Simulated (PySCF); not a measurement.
A calculated (wB97X-V, PySCF 2.14, cc-pVDZ-X2C, scalar relativity by spin-free X2C-1e) atom or ion has these occupied shells.

```csv
shell,electrons,orbital energy (eV),"rms radius, mean of both spins (bohr)"
1s α,1,-57315.2,0.0231
1s β,1,-57315.2,0.0231
2s α,1,-9666.8,0.0935
2s β,1,-9666.8,0.0935
2p α,3,-8570.7,0.0843
2p β,3,-8570.7,0.0843
3s α,1,-2190.1,0.240
3s β,1,-2189.2,0.240
3p α,3,-1854.0,0.241
3p β,3,-1853.0,0.241
3d α,5,-1423.9,0.221
3d β,5,-1423.1,0.221
4s α,1,-450.78,0.540
4s β,1,-448.68,0.540
4p α,3,-339.36,0.575
4p β,3,-337.23,0.575
4d α,5,-187.52,0.631
4d β,5,-185.18,0.631
5s α,1,-71.789,1.34
5s β,1,-70.918,1.34
5p α,3,-45.129,1.59
5p β,3,-44.517,1.59
4f α,7,-22.587,0.942
4f β,5,-21.015,0.942
```

**Question.** Name the element and its charge.

**Answer.** Er²⁺ (erbium, charge +2), in [Xe] 4f12, one real determinant.
